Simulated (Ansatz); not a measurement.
The same molecule with X = F, Cl, Br, I. Ansatz, PBE0-D4/def2-TZVP geometries, multiplicity 1.

Elements past krypton have def2 core potentials. Scalar relativity is left out up to krypton.

| X | molecule | mean X–C bond length / Å | LUMO energy (B3LYP/def2-TZVPP) / eV | HOMO–LUMO gap (B3LYP/def2-TZVPP) / eV | HOMO energy (PBE/def2-TZVPP) / eV |
| --- | --- | --- | --- | --- | --- |
| F | `CF` | 1.376 | 1.29 | 10.85 | -7.94 |
| Br | `CBr` | 1.933 | -0.23 | 7.44 | -6.63 |
| I | `CI` | 2.129 | -1.02 | 6.03 | -6.15 |

**Question.** Give the row for X = Cl, `CCl`. (An estimate is asked.)

**Answer.** Computed: 
```
 X  molecule  mean X–C bond length / Å  LUMO energy (B3LYP/def2-TZVPP) / eV  HOMO–LUMO gap (B3LYP/def2-TZVPP) / eV  HOMO energy (PBE/def2-TZVPP) / eV
Cl     `CCl`                     1.773                                 0.51                                   8.66                              -6.98
```

From F to I the mean X–C bond length rises at each step, by 0.753 Å in all; the LUMO energy (B3LYP/def2-TZVPP) falls at each step, by 2.31 eV in all; the HOMO–LUMO gap (B3LYP/def2-TZVPP) falls at each step, by 4.82 eV in all; the HOMO energy (PBE/def2-TZVPP) rises at each step, by 1.79 eV in all. Bonds lengthen as the atom grows down the group.

B3LYP here is the variant with VWN-RPA as its local correlation; programs differ in this.

Spin–orbit coupling is left out; it splits and shifts lone-pair levels of the heavy atoms by tenths of an eV.
